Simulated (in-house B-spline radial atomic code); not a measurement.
The numbers below are computed, except where a source is named.
**Pd in an electron gas of r_s = 1.8: phase shifts, screening and friction**

A nucleus sits in a uniform electron gas with a rigid positive background. The Kohn-Sham equations are solved self-consistently in the spin-unpolarised LDA (PW92), non-relativistic, on B-splines with outgoing waves at the boundary and partial waves to l = 8. The model has no lattice, no bands and no magnetic solution. Atomic units; δ_l are the phase shifts at the Fermi level, counted so that each bound state adds π, and good to about 0.0005.

The density parameter is r_s = 1.8 bohr.

| l | δ_l (rad) |
| --- | --- |
| 0 | 12.0805 |
| 1 | 9.5325 |
| 2 | 6.0466 |
| 3 | 0.1426 |
| 4 | 0.0282 |
| 5 | 0.0059 |
| 6 | 0.0013 |
| 7 | 0.0002 |
| 8 | 0.0000 |

Bound levels below the band bottom (hartree): s -21.68, p -18.19, d -11.74, s -2.565, p -1.497 and deeper ones.

(1) Check the Friedel sum rule, and say where the screening charge sits.

(2) Find the transport cross section and the electronic stopping of a 10 keV Pd ion (mass 106.42 u).

Results:

(1) k_F = (9π/4)^(1/3)/r_s = 1.06620. The rule is Z = (2/π) Σ (2l + 1) δ_l. The terms are s 7.691, p 18.206, d 19.247, f 0.635 and 0.216 beyond, in all 45.994 against Z = 46. Bound states hold 8 s, 18 p, 10 d electrons, so the scattering states carry 9.99 in all; where a term is smaller than its bound count, the bound level has drawn weight out of the band.

(2) σ_tr = (4π/k_F²) Σ (l + 1) sin²(δ_l − δ_(l+1)). The terms for l = 0 to 3 are 0.3129, 0.2279, 0.4111, 0.0521, all together 1.0065, so σ_tr = 11.054 × 1.0065 = 11.127 bohr². With n = 3/(4π r_s³) = 0.04093, the friction coefficient is Q = n k_F σ_tr = 0.4856. For v well below v_F = 1.066, dE/dx = Q v; with 24801 eV per u at v = 1, v = √(10000/(24801 × 106.42)) = 0.0616, so dE/dx = 0.02989 hartree/bohr = 15.4 eV/nm. The largest term couples the d and f waves.
